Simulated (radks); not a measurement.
Values are calculated unless marked as measured or tabulated.
The arsenic ion As11+, 22 electrons, occupied as [Ar] 3d4.

Code: a radial shooting solver on a logarithmic mesh with Libxc functionals. Model: scalar-relativistic Kohn-Sham, PBEsol, spin-polarised, spherical densities, finite nucleus; open shells are filled with parallel spins first; Fermi nuclear charge, rms radius 4.0968 fm.

Energy parts (eV):
total: -60093.603
kinetic: 61286.793
electron-nucleus: -138213.780
Hartree: 18805.682
exchange-correlation: -1972.298

Orbitals (lengths in bohr, moments of r in powers of bohr; <r^-3> diverges for s and p1/2; r(max) is where P^2 peaks):
orbital	occ.	eigenvalue (eV)	<r>	<r^2>	r(max)	<r^-3>
1s up	1	-12015.44	0.04553	0.002790	0.02975	-
1s down	1	-12015.40	0.04553	0.002790	0.02975	-
2s up	1	-1797.222	0.2027	0.04841	0.1702	-
2s down	1	-1791.753	0.2023	0.04821	0.1700	-
2p up	3	-1614.299	0.1771	0.03840	0.1364	1105
2p down	3	-1610.190	0.1767	0.03820	0.1362	1110
3s up	1	-465.5214	0.5581	0.3556	0.5043	-
3s down	1	-457.5049	0.5608	0.3591	0.5056	-
3p up	3	-407.7432	0.5593	0.3623	0.4971	188.9
3p down	3	-399.6781	0.5629	0.3670	0.4988	185.2
3d up	4	-315.4686	0.5356	0.3399	0.4286	24.59
3d down	0	-306.5612	0.5416	0.3484	0.4321	24.18
4s up	0	-192.5330	1.219	1.666	1.171	-
4s down	0	-189.8229	1.229	1.693	1.181	-
4p up	0	-173.0519	1.271	1.821	1.220	48.67
4p down	0	-170.4624	1.283	1.855	1.231	47.45

The highest occupied level is 3d up at -315.47 eV. The density falls to 0.001 e/bohr^3 at r = 1.62 bohr.
